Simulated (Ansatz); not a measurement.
Computed with Ansatz on PBE0-D4/def2-TZVP structures; ΔE is electronic, products minus reactants. CBS: MP2 limit from def2 TZ/QZ plus the TZ coupled-cluster correction, frozen cores. DFT in def2-TZVPP. B3LYP here is the variant with VWN-RPA as its local correlation; programs differ in this. HSE06 is defined as in plane-wave codes. def2 core potentials past Kr. For Ta outer-core shells are correlated without core-valence functions, which leaves a few kJ/mol of doubt a bond. Each species was taken in one conformer, which may not be the lowest.

`C[SiH2]Cl` + `[NH]=[Ta]([NH2])([NH2])[NH2]` → `C[SiH2]N` + `[NH]=[Ta]([NH2])([NH2])[Cl]`  (redistribution)

`C[SiH2]Cl`:

Z-matrix (Å, degrees):
```
C
Si 1 1.857
H 1 1.092 2 110.8
H 1 1.094 2 110.0 3 119.8
H 1 1.092 2 110.8 3 -120.4
Cl 2 2.062 1 109.6 3 60.1
H 2 1.483 1 111.6 3 178.7
H 2 1.483 1 111.5 3 -58.5
```

`[NH]=[Ta]([NH2])([NH2])[NH2]`:

Cartesian coordinates in Å:
```
N -0.731 0.234 -1.799
Ta -0.069 0.022 -0.169
N -1.178 1.071 1.121
N 1.817 0.683 -0.147
N -0.121 -1.920 0.300
H -1.108 0.354 -2.722
H -0.829 1.450 1.989
H -2.085 1.463 0.922
H 2.530 0.341 0.482
H 2.244 1.246 -0.867
H -0.188 -2.273 1.244
H -0.281 -2.670 -0.353
```

`C[SiH2]N`:

Z-matrix (Å, degrees):
```
C
Si 1 1.871
H 1 1.093 2 111.2
H 1 1.094 2 110.5 3 119.8
H 1 1.093 2 111.2 3 -120.4
N 2 1.720 1 116.4 3 60.2
H 2 1.489 1 108.4 3 -179.4
H 2 1.489 1 108.4 3 -60.3
H 6 1.007 2 120.7 1 73.7
H 6 1.007 2 120.7 1 -73.5
```

`[NH]=[Ta]([NH2])([NH2])[Cl]`:

```xyz
10

N    -0.017    1.420    1.187
Ta   -0.433    0.211   -0.025
N    -0.228   -1.538    0.876
N     0.879    0.450   -1.486
Cl   -2.605    0.424   -0.864
H     0.086    2.161    1.859
H     0.047   -1.673    1.836
H    -0.303   -2.430    0.408
H     1.614    1.140   -1.507
H     0.959   -0.165   -2.284
```

```csv
level,ΔE (kJ/mol),difference from CCSD(T)/CBS
PBE-D4,-42.3,1.6
B97M-V,-49.9,-6.0
PBE0-D4,-44.9,-1.0
B3LYP-D4,-45.5,-1.6
r2SCANh-D4,-47.2,-3.3
r2SCAN0-D4,-47.7,-3.8
HSE06-D4,-45.1,-1.2
BHLYP-D4,-48.3,-4.4
CAM-B3LYP-D4,-45.7,-1.8
B2PLYP,-48.7,-4.8
B3LYP,-46.2,-2.3
CAM-B3LYP,-46.0,-2.1
LC-ωPBE,-43.5,0.4
HF/def2-SVP,-51.3,-7.4
SCS-MP2/def2-TZVPP,-50.2,-6.3
SCS-MP2/def2-QZVPP,-49.0,-5.1
CCSD(T)/CBS,-43.9,0
```

Largest T1 diagnostic among the species: 0.018.

From BLYP to BHLYP (50 % exact exchange), in def2-TZVPP and without D4, ΔE moves by −4.5 kJ/mol. Leaving LDA and LC-ωPBE aside and taking each functional with its dispersion term where it has one, the values, not all of them listed here, spread over 7.7 kJ/mol, from B97M-V to revPBE-D4.
